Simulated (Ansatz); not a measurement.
C2H7Ga, singlet: at the end structure of a reaction step.

Input (in.yaml):

```yaml
crystal:
  periodic: [false, false, false]
  atoms:
    - {symbol: Ga, position_ang: [0.371758, -0.240563, 2.097488]}
    - {symbol: C, position_ang: [0.368260, 1.549657, -0.991248]}
    - {symbol: H, position_ang: [-0.283427, 0.687760, -1.132539]}
    - {symbol: C, position_ang: [-0.436207, -1.669415, 0.891576]}
    - {symbol: H, position_ang: [0.039537, 2.126742, -0.126128]}
    - {symbol: H, position_ang: [1.393487, 1.212898, -0.834933]}
    - {symbol: H, position_ang: [0.329748, 2.181667, -1.878205]}
    - {symbol: H, position_ang: [0.216548, -1.889687, 0.038690]}
    - {symbol: H, position_ang: [-1.408095, -1.353695, 0.493866]}
    - {symbol: H, position_ang: [-0.591709, -2.605263, 1.441534]}
basis:
  gaussian: {orbitals: def2-TZVPP}
hamiltonian: {xc: pbe, dispersion: d4}
```

Launched with

```bash
ansatz run in.yaml --threads 4 --pin off --events-out ev --progress --plain --max-ram 9574MiB
```

Output of Ansatz 0.2.0:

```
Functional definition: PBE
  name "PBE"
  cite "Perdew, Burke & Ernzerhof, Phys. Rev. Lett. 77, 3865 (1996) doi:10.1103/PhysRevLett.77.3865"
  parent pbe
  parameter kappa = 0.804
  parameter beta = 0.06672455060314922
  exchange = pbe_x(kappa = kappa, mu = beta*pi^2/3)
  correlation = pbe_c(beta = beta)
1141 factors; their error is unknown
mean field evaluation 1: about -54536.6389 eV, gradient 9.3e1 eV
mean field evaluation 2: about -54481.3594 eV, gradient 1.4e2 eV
mean field evaluation 4: about -54554.1891 eV, gradient 2.3e1 eV
mean field evaluation 8: about -54555.4368 eV, gradient 1.9e-1 eV
mean field evaluation 16: about -54555.4082 eV, gradient 2.8e-4 eV
mean field -54555.40817682 eV, -2004.8742715142 hartree, gradient 2.7e-5 eV, S^2 0.000000; 0 other end points of the search recorded, 0 dependent functions left out
reference -54555.40821931 eV, -2004.8742730759 hartree; 25, 25 occupied and 183, 183 virtual orbitals, 1141 factors
Total energy: -54555.55802623 eV, -2004.8797783785 hartree
```

Hardware: 4 CPU threads of an Arm Neoverse N1, shared host. Wall time about 2.2 s.
